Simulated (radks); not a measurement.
Problem. Neutral iron: order these configurations by energy. Calculated with a radial shooting solver on a logarithmic mesh with Libxc functionals: scalar-relativistic Kohn-Sham, PBE, spin-polarised, spherical densities, finite nucleus; Fermi nuclear charge, rms radius of each element as measured or else 0.836 A^(1/3) + 0.57 fm. Open shells are filled with parallel spins first. [Ar] 3d5 4s2 4p1; [Ar] 3d6 4s1 4p1; [Ar] 3d6 4s2; [Ar] 3d7 4s1.

Solution. From the lowest, in eV above it: [Ar] 3d6 4s2 0.000; [Ar] 3d7 4s1 0.498; [Ar] 3d6 4s1 4p1 2.735; [Ar] 3d5 4s2 4p1 5.561.
